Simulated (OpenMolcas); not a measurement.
# 3d⁶ along the 24-electron sequence

* Program: OpenMolcas 26.06
* Method: MS-RASPT2, IPEA 0.25 Eh, imaginary shift 0.1 Eh
* Basis: ANO-RCC-VQZP
* Scalar Hamiltonian: DKH2, point nucleus
* Spin-orbit coupling: state interaction with AMFI integrals over the reference wave functions, term energies averaged over their components

Active space for each ion: 12 electrons in 8 orbitals (RAS1 3p, at most 2 holes; RAS2 3d); closed shells correlated by CASPT2: 3s.

Computed levels in cm-1 above ⁵D₄:

| Level | Fe2+ | Co3+ | Ni4+ | Cu5+ |
| --- | --- | --- | --- | --- |
| ⁵D₃ | 438 | 622 | 856 | 1135 |
| ⁵D₂ | 744 | 1053 | 1438 | 1893 |
| ⁵D₁ | 941 | 1328 | 1809 | 2380 |
| ⁵D₀ | 1038 | 1463 | 1990 | 2610 |
| ³P₂(1) | 19340 | 23320 | 26480 | 29770 |
| ³H₆ | 19590 | 23700 | 26990 | 30470 |
| ³H₅ | 19810 | 24010 | 27390 | 30970 |
| ³H₄ | 19970 | 24220 | 27640 | 31230 |
| ³P₁(1) | 20620 | 25140 | 28990 | 33080 |
| weight of ⁵D in the lowest level (%) | 100 | 100 | 100 | 100 |

Measured, with the error of the calculation in %. Measured levels: Fe2+ from Corliss and Sugar, J. Phys. Chem. Ref. Data 11, 135 (1982); Co3+ from Sugar and Corliss, J. Phys. Chem. Ref. Data 10, 1097 (1981); Ni4+ from Corliss and Sugar, J. Phys. Chem. Ref. Data 10, 197 (1981); Cu5+ from Sugar and Musgrove, J. Phys. Chem. Ref. Data 19, 527 (1990).

```json
{"Level": "⁵D₃", "Fe2+": "436 (+0.3)", "Co3+": "639 (-2.7)", "Ni4+": "890 (-3.8)", "Cu5+": "1196 (-5.1)"}
{"Level": "⁵D₂", "Fe2+": "739 (+0.7)", "Co3+": "1078 (-2.3)", "Ni4+": "1490 (-3.5)", "Cu5+": "1987 (-4.7)"}
{"Level": "⁵D₁", "Fe2+": "932 (+0.9)", "Co3+": "", "Ni4+": "1872 (-3.4)", "Cu5+": "2490 (-4.6)"}
{"Level": "⁵D₀", "Fe2+": "1027 (+1.0)", "Co3+": "1494 (-2.0)", "Ni4+": "2058 (-3.3)", "Cu5+": "2733 (-4.5)"}
{"Level": "³P₂(1)", "Fe2+": "19405 (-0.4)", "Co3+": "22883 (+1.9)", "Ni4+": "26153 (+1.3)", "Cu5+": "29285 (+1.6)"}
{"Level": "³H₆", "Fe2+": "20051 (-2.3)", "Co3+": "23680 (+0.1)", "Ni4+": "27111 (-0.4)", "Cu5+": "30418 (+0.2)"}
{"Level": "³H₅", "Fe2+": "20301 (-2.4)", "Co3+": "24032 (-0.1)", "Ni4+": "27578 (-0.7)", "Cu5+": "31009 (-0.1)"}
{"Level": "³H₄", "Fe2+": "20482 (-2.5)", "Co3+": "24272 (-0.2)", "Ni4+": "27859 (-0.8)", "Cu5+": "31288 (-0.2)"}
{"Level": "³P₁(1)", "Fe2+": "20688 (-0.3)", "Co3+": "24729 (+1.7)", "Ni4+": "28698 (+1.0)", "Cu5+": "32685 (+1.2)"}
```

The fine-structure level ⁵D₀ changes by a factor of 2.51 from Fe2+ to Cu5+. Its fourth root runs 5.68, 6.18, 6.68, 7.15, with steps per unit of Z of 0.51, 0.49, 0.47; equal steps would mean a (Z - σ)^4 law with constant σ.

³P₂(1) changes by a factor of 1.54 over the same range, with steps per unit of Z of +3980, +3160, +3290 cm-1.

Term energies are means over components that CASPT2 splits; among the terms shown or strongly mixed into the levels shown the widest spread is 450 cm-1 (3d⁶ ³H, Fe2+). Active for correlation alone: 3p; no level in the range computed is led by a configuration that opens it, so any true level of that kind is missing. The CASPT2 spread within a term exceeds the gap to the next term for 3d⁶ ³H and 3d⁶ ³P(1), so the order of their levels is uncertain. Measured partners are found by configuration, term and J. A level has none where our copy of the source lacks it or the pairing is in doubt (some pairs that miss far off the trend of their configuration count as doubtful), and it then counts in no deviation. Only configurations of the active space appear.

A number in round brackets counts repeated terms of one configuration in the order of the reference energies.
